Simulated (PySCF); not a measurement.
Compound: SbH2(iPr), C3H9Sb.
Cartesian coordinates in Å at the PBE0-D3(BJ)/def2-SVP level; atoms count from 1:
```
atom  x, y, z in Å
Sb1    0.951    1.668    0.853
H2     2.385    1.626   -0.093
H3     0.270    2.874   -0.164
C4     0.013    0.009   -0.256
C5    -1.481   -0.023    0.026
C6     0.698   -1.302    0.097
H7     0.182    0.237   -1.319
H8    -1.977    0.923   -0.244
H9    -1.689   -0.219    1.091
H10   -1.969   -0.827   -0.553
H11    0.262   -2.136   -0.480
H12    1.777   -1.281   -0.121
H13    0.577   -1.549    1.165
```

Method used: TDDFT B3LYP/def2-SVPD, vertical, gas phase, core orbitals frozen in the response, def2 core potentials past Kr (PySCF). Spin–orbit coupling is left out.

Ground-to-excited transition dipoles (e·a0, same axes as the geometry; the sign carries no meaning), for the states with f of 0.002 or more among the lowest 7:

```
state  E (hartree)      μx      μy      μz
   S1       0.1992  -0.389  -0.645   0.186
   S2       0.2097  -0.435   0.259  -0.018
   S3       0.2247  -0.354  -0.648  -0.805
   S4       0.2427   0.170   0.332   0.682
   S5       0.2560   0.343  -0.202   0.011
   S6       0.2565  -0.146  -0.245   0.155
   S7       0.2653  -0.095   0.057  -0.004
```

Task: What oscillator strength does each state have?

Result: f = (2/3) ΔE |μ|² with ΔE in hartree (27.2114 eV).

```csv
state,|μ|² (au),|μ| (D),f
S1,0.602,1.97,0.080
S2,0.257,1.29,0.036
S3,1.193,2.78,0.179
S4,0.605,1.98,0.098
S5,0.158,1.01,0.027
S6,0.106,0.83,0.018
S7,0.012,0.28,0.002
```

Task: Label these states by symmetry in Cs.

Result: Polarised normal to the mirror plane, so A″: S2, S5 and S7. Polarised in the mirror plane, so A′: S1, S3, S4 and S6.

Task: Which bond between heavy atoms lies closest to the direction of the S3 transition dipole?

Result: Sb1–C4, at 17° from it; next C4–C6 and C4–C5 at 79°.

Task: What angle do the transition dipoles of S4 and S5 make?

Result: |cos θ| = |μa·μb| / (|μa| |μb|) = 0.00, so θ ≈ 90° (taken between 0 and 90°, since the signs are arbitrary).

All these states lie below the vertical ionisation energy of 8.81 eV (ΔSCF).

One conformer stands for the species.
